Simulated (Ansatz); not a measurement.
Reaction (isomerisation): `CN[SiH](C)F` → `N[SiH2]CCF`

Computed with Ansatz on PBE0-D4/def2-TZVP structures; ΔE is electronic, products minus reactants. CBS: MP2 limit from def2 TZ/QZ plus the TZ coupled-cluster correction, frozen cores. Functionals use def2-TZVPP. B3LYP here is the variant with VWN-RPA as its local correlation; programs differ in this. Each species was taken in one conformer, which may not be the lowest.

`CN[SiH](C)F`:

```xyz
13

C     0.600   -0.289   -1.707
N     1.102    0.149   -0.422
Si    0.176    0.659    0.908
C    -1.263   -0.470    1.211
F    -0.454    2.130    0.720
H    -0.423   -0.654   -1.599
H     1.196   -1.117   -2.103
H     0.586    0.511   -2.457
H     2.073    0.420   -0.441
H     1.113    0.768    2.053
H    -1.954   -0.476    0.364
H    -1.824   -0.135    2.086
H    -0.927   -1.494    1.387
```

`N[SiH2]CCF`:

```xyz
13

N     1.155    0.778   -1.900
Si   -0.232    0.419   -0.950
C     0.333   -0.236    0.716
C    -0.790   -0.635    1.633
F    -0.294   -1.141    2.827
H     1.820    0.054   -2.124
H     1.074    1.433   -2.660
H    -1.165   -0.591   -1.540
H    -0.990    1.691   -0.807
H     0.954    0.530    1.191
H     0.977   -1.105    0.536
H    -1.416   -1.415    1.189
H    -1.426    0.220    1.887
```

(1) Is it downhill or uphill in electronic energy at CCSD(T)/CBS, and by how much? (An estimate is asked.)

(2) What do these levels give: PBE-D4, B3LYP-D4, r2SCAN, PBE0, B3LYP, MP2/def2-QZVPP? (Estimate.)

Largest T1 diagnostic among the species: 0.010.

Answers

(1) Ansatz gave: Uphill: ΔE = +2.20 eV.

(2) Computed: PBE-D4 2.06, B3LYP-D4 2.16, r2SCAN 2.15, PBE0 2.09, B3LYP 2.14, MP2/def2-QZVPP 2.27 eV.

From PBE to PBE0 (25 % exact exchange), in def2-TZVPP and without D4, ΔE moves by +0.05 eV.
